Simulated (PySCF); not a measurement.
Vertical excitation energies

C6H4NP.
Geometry (GFN2-xTB, Å), atoms numbered from 1 in this order:
```
atom  x, y, z in Å
P1     3.8344    0.4615   -0.2262
C2     2.2935    0.2434   -0.1342
C3     0.9165    0.0247   -0.0569
C4     0.0030    1.0825    0.0456
C5    -1.3458    0.7954    0.1170
C6    -1.7457   -0.5342    0.0851
N7    -0.8943   -1.5431   -0.0132
C8     0.3908   -1.2788   -0.0827
H9     0.3625    2.1014    0.0679
H10   -2.0754    1.5865    0.1951
H11   -2.7906   -0.8084    0.1401
H12    1.0522   -2.1317   -0.1638
```

Method: TDDFT B3LYP/def2-SVPD, vertical, gas phase, core orbitals frozen in the response in PySCF 2.14.0, density-fitted response routines.

Task: What does the calculation give for the low-lying excited states?

Result: 

```
state  E (eV)  E (kJ/mol)  λ (nm)       f  symmetry  main configurations (H = HOMO, L = LUMO)
   S1    3.73         360   332.5  0.0000         –                               H-1→L (89%)
   S2    4.01         387   309.0   0.184        A′                  H→L (75%), H-1→L+1 (16%)
   S3    4.03         389   307.4  0.0001         –                               H→L+1 (86%)
   S4    4.32         417   286.8  0.0000         –                               H-2→L (88%)
   S5    4.74         457   261.8   0.015        A′                  H→L+2 (69%), H-3→L (27%)
   S6    4.77         460   260.0  0.0034        A″                             H-1→L+2 (92%)
   S7    5.33         515   232.5   0.113        A′              H-1→L+1 (60%), H-2→L+1 (27%)
   S8    5.52         533   224.5   0.170        A′    H-3→L (52%), H→L+2 (26%), H-1→L+1 (9%)
```

Triplets, Tamm–Dancoff:

```csv
state,E (eV),λ (nm),"main configurations (H = HOMO, L = LUMO)"
T1,2.64,470.4,H→L (93%)
T2,3.38,366.7,"H-1→L (51%), H→L+1 (29%), H-2→L (15%)"
T3,3.58,346.4,"H-2→L+1 (50%), H-1→L+1 (46%)"
```

The lowest singlet comes at 332 nm (360 kJ/mol) in the ultraviolet; it is dark (f under 0.0005); its leading configuration is HOMO-1→LUMO (89%). The most intense listed level is S2 at 4.01 eV (309 nm, f = 0.184), 0.28 eV above S1. Löwdin shares by element: HOMO carbon 46% or more, phosphorus 31% (atoms not listed hold the other 22%); LUMO carbon 41% or more, phosphorus 32% (atoms not listed hold the other 27%). Orbital energies (eV): HOMO-3 -8.29, HOMO-2 -7.86, HOMO-1 -7.26, HOMO -6.81, LUMO -2.38, LUMO+1 -1.48, LUMO+2 -1.25. The oscillator strengths of these states sum to 0.485; summed over the whole spectrum of an exact calculation they would give the number of electrons, 62 (Thomas–Reiche–Kuhn). Weighted by f, the mean energy of these states is 4.88 eV. Symmetry labels in Cs follow from the direction of the transition dipole and are given only for states with f of 0.002 or more. The window holds the lowest 8 singlets.
